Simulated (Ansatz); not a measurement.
Geometry optimisation, Ansatz 0.2.0, DFT PBE, scalar-relativistic, plane waves, PAW.

input.yaml

```yaml
crystal:
  lattice:
    - [7.398, 0.0, 0.0]
    - [-3.699, 6.406856, 0.0]
    - [0.0, 0.0, 13.0]
  atoms:
    - { symbol: C, position: [0.0, 0.0, 0.0769231] }
    - { symbol: C, position: [0.2222222, 0.1111111, 0.0769231] }
    - { symbol: C, position: [0.0, 0.3333333, 0.0769231] }
    - { symbol: C, position: [0.2222222, 0.4444444, 0.0769231] }
    - { symbol: C, position: [0.0, 0.6666667, 0.0769231] }
    - { symbol: C, position: [0.2222222, 0.7777778, 0.0769231] }
    - { symbol: C, position: [0.3333333, 0.0, 0.0769231] }
    - { symbol: C, position: [0.5555556, 0.1111111, 0.0769231] }
    - { symbol: C, position: [0.3333333, 0.3333333, 0.0769231] }
    - { symbol: C, position: [0.5555556, 0.4444444, 0.0769231] }
    - { symbol: C, position: [0.3333333, 0.6666667, 0.0769231] }
    - { symbol: C, position: [0.5555556, 0.7777778, 0.0769231] }
    - { symbol: C, position: [0.6666667, 0.0, 0.0769231] }
    - { symbol: C, position: [0.8888889, 0.1111111, 0.0769231] }
    - { symbol: C, position: [0.6666667, 0.3333333, 0.0769231] }
    - { symbol: C, position: [0.8888889, 0.4444444, 0.0769231] }
    - { symbol: C, position: [0.6666667, 0.6666667, 0.0769231] }
    - { symbol: C, position: [0.8888889, 0.7777778, 0.0769231] }
    - { symbol: Mg, position: [0.089766, 0.821474, 0.2307692] }
basis:
  ecutwfc: 420.0
kpoints:
  mp_grid: { grid: [2, 2, 1] }
hamiltonian:
  xc: pbe
scf:
  occupations: { method: fermi_dirac, width: 0.02 }
  lower_state_search: "off"
relax:
  f_tol: 0.03
  max_steps: 60
  adjacent_minimum: "off"
```

Command:

```bash
$ ansatz run input.yaml --threads 1 --pin off --max-ram 3072MiB --backend cpu --events-out ev --progress --plain --runs-dir out
```

Task: Where does it end, and by what steps?

Result: The run converged. The force dipped under the threshold on the way, but the program's further checks kept it going. Limits of this set-up: slab without dipole correction. After 14 steps the energy has fallen by 0.505 eV; Mg19 moved furthest, 2.00 Å. Parted: C5–Mg19 (2.23 → 4.30 Å), C6–Mg19 (2.32 → 4.30 Å), C18–Mg19 (2.42 → 4.30 Å).

```csv
step,energy less start (eV),largest force component (eV/Å),accepted
0,0.0000,0.940,yes
1,-0.0718,0.616,yes
2,-0.1480,0.267,yes
3,-0.1966,0.232,yes
4,-0.2503,0.299,yes
5,-0.3180,0.325,yes
6,-0.3815,0.286,yes
7,-0.4350,0.212,yes
8,-0.4711,0.131,yes
9,-0.4912,0.102,yes
10,-0.5004,0.154,yes
11,-0.5042,0.025,yes
12,-0.5042,0.024,yes
13,-0.5048,0.011,yes
14,-0.5049,0.006,yes
```

```xyz
19
Lattice="7.3980 0.0000 0.0000 -3.6990 6.4069 0.0000 0.0000 0.0000 13.0000" Properties=species:S:1:pos:R:3
C 0.013 -0.029 0.892
C 1.238 0.679 0.892
C -1.235 2.107 0.892
C 0.013 2.828 0.892
C -2.461 4.256 0.892
C -1.235 4.963 0.892
C 2.464 -0.028 0.892
C 3.712 0.692 0.892
C 1.238 2.120 0.891
C 2.464 2.828 0.892
C 0.013 4.243 0.892
C 1.238 4.950 0.892
C 4.937 -0.016 0.892
C 6.162 0.692 0.892
C 3.712 2.107 0.892
C 4.937 2.815 0.891
C 2.463 4.243 0.892
C 3.712 4.963 0.892
Mg -2.467 5.699 4.948
```

The run took 73 s on 1 thread of AMD EPYC 7B13 (Zen 3), on a shared host, peak memory 0.73 GiB.
